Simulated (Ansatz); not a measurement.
Gas-phase electronic energies from Ansatz, PBE0-D4/def2-TZVP geometries. CCSD(T)/CBS adds triple-zeta CCSD(T) − MP2 to the extrapolated MP2 energy (def2 sets, frozen cores). This one scheme is used for every species. Functionals use def2-TZVPP. B3LYP here is the variant with VWN-RPA as its local correlation; programs differ in this. HSE06 is defined as in plane-wave codes. For Br outer-core shells are correlated without core-valence functions, which leaves a few kJ/mol of doubt a bond. Scalar relativity is left out up to krypton. One conformer a species, not always the lowest.

`Cl[SiH2]BBr` + H₂ → `BBr` + `[SiH3]Cl`  (hydrogenolysis of a B–Si bond)

| level | ΔE (kJ/mol) | difference from CCSD(T)/CBS |
| --- | --- | --- |
| LDA (SPW92) | -22.8 | 10.8 |
| PBE-D4 | -21.5 | 12.1 |
| BLYP-D4 | -28.8 | 4.8 |
| r2SCAN-D4 | -28.9 | 4.7 |
| B97M-V | -32.6 | 1.0 |
| PBE0-D4 | -28.8 | 4.8 |
| B3LYP-D4 | -34.6 | -1.0 |
| r2SCANh-D4 | -31.0 | 2.6 |
| r2SCAN0-D4 | -34.0 | -0.4 |
| HSE06-D4 | -28.8 | 4.8 |
| BHLYP-D4 | -42.2 | -8.6 |
| CAM-B3LYP-D4 | -41.0 | -7.4 |
| ωB97X-V | -37.0 | -3.4 |
| ωB97M-V | -38.3 | -4.7 |
| B2PLYP | -42.3 | -8.7 |
| PBE | -27.7 | 5.9 |
| revPBE | -30.3 | 3.3 |
| BLYP | -41.1 | -7.5 |
| r2SCAN | -30.6 | 3.0 |
| PBE0 | -34.4 | -0.8 |
| B3LYP | -44.7 | -11.1 |
| r2SCANh | -32.9 | 0.7 |
| r2SCAN0 | -36.1 | -2.5 |
| HSE06 | -34.2 | -0.6 |
| BHLYP | -52.1 | -18.5 |
| CAM-B3LYP | -47.1 | -13.5 |
| LC-ωPBE | -38.8 | -5.2 |
| RPA@PBE/def2-TZVPP | -39.6 | -6.0 |
| MP2/def2-SVP | -42.1 | -8.5 |
| CCSD/def2-SVP | -46.6 | -13.0 |
| CCSD(T)/def2-SVP | -42.4 | -8.8 |
| HF/def2-TZVPP | -66.5 | -32.9 |
| MP2/def2-TZVPP | -36.6 | -3.0 |
| SCS-MP2/def2-TZVPP | -43.1 | -9.5 |
| CCSD/def2-TZVPP | -42.4 | -8.8 |
| CCSD(T)/def2-TZVPP | -36.9 | -3.3 |
| MP2/def2-QZVPP | -35.0 | -1.4 |
| SCS-MP2/def2-QZVPP | -41.4 | -7.8 |
| HF/CBS(def2) | -67.3 | -33.7 |
| CCSD/CBS(def2) | -39.1 | -5.5 |
| CCSD(T)/CBS | -33.6 | 0 |

Q: What do rigid-rotor, harmonic-oscillator terms from PBE0-D4/def2-TZVP frequencies (298.15 K, 1 bar) make of the CCSD(T)/CBS value? (Best estimate.)

A: Computed: ΔZPE = +13.2 kJ/mol, ΔH = -25.8 kJ/mol, ΔS = 14 J/(mol·K), ΔG = -29.9 kJ/mol. Modes under 50 cm⁻¹ make the entropy rough.

Largest T1 diagnostic among the species: 0.011.

Leaving LDA and LC-ωPBE aside and taking each functional with its dispersion term where it has one, the values, not all of them listed here, spread over 23.2 kJ/mol, from B2PLYP to revPBE-D4. LDA lies +4.9 kJ/mol from PBE without D4. From BLYP to BHLYP (50 % exact exchange), in def2-TZVPP and without D4, ΔE moves by −11.0 kJ/mol.
